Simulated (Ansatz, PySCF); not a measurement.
Gas-phase reaction in SMILES: [GeH2] (GeH2) -> [GeH2] (GeH2) as doublet, charge -1 (an electron is taken up)
Structures are relaxed separately at B3LYP-D3(BJ)/def2-TZVP in Ansatz (an electronic-structure program). Unstable Hartree-Fock reference: [GeH2] (GeH2). A spin state is the lowest found, not a proven ground state.

Property: adiabatic electron affinity (electronic energy difference), positive where the reaction releases energy, in eV. Cores are frozen in the correlated levels unless marked. Open shells are spin-unrestricted. No spin-orbit coupling. Frozen are the shells of the preceding noble gas and the d and f shells that filled before the atom's block. No relativistic terms. Anions need diffuse functions: aug- sets have them; def2-D sets add few; the other sets have none. Basis-set limits of correlation are two-point, X^-3; Hartree-Fock from the larger set.

```tsv
level	program	adiabatic electron affinity (eV)
BLYP-D4/def2-TZVPD	Ansatz + dftd4	0.83
BP86/def2-TZVPD	PySCF	…
TPSS/def2-TZVPD	PySCF	0.95
TPSS-D4/def2-TZVPD	PySCF + dftd4	0.98
M06-L/def2-TZVPD	PySCF	0.78
r2SCAN-D4/def2-TZVPD	Ansatz + dftd4	1.15
PBE0/def2-SVP	Ansatz	…
r2SCANh/def2-TZVPD	Ansatz	1.15
PW6B95-D4/def2-TZVPD	PySCF + dftd4	0.88
PW6B95/def2-TZVPD	PySCF	0.86
wB97X-V/def2-TZVPD	Ansatz	0.83
PBE-QIDH/def2-TZVPD	Ansatz	0.98
SCS-MP2/cc-pVTZ	Ansatz	0.74
SCS-MP2/def2-QZVPPD	Ansatz	0.86
SCS-MP2/cc-pV5Z	Ansatz	0.90
CCSD/6-31G	Ansatz	0.47
CCSD(T)/CBS(aug-cc-pVTZ,aug-cc-pVQZ)	Ansatz	…
```

Some entries are withheld; supply them.


- BP86/def2-TZVPD, adiabatic electron affinity (eV): 1.10
- PBE0/def2-SVP, adiabatic electron affinity (eV): 0.87
- CCSD(T)/CBS(aug-cc-pVTZ,aug-cc-pVQZ), adiabatic electron affinity (eV): 1.09
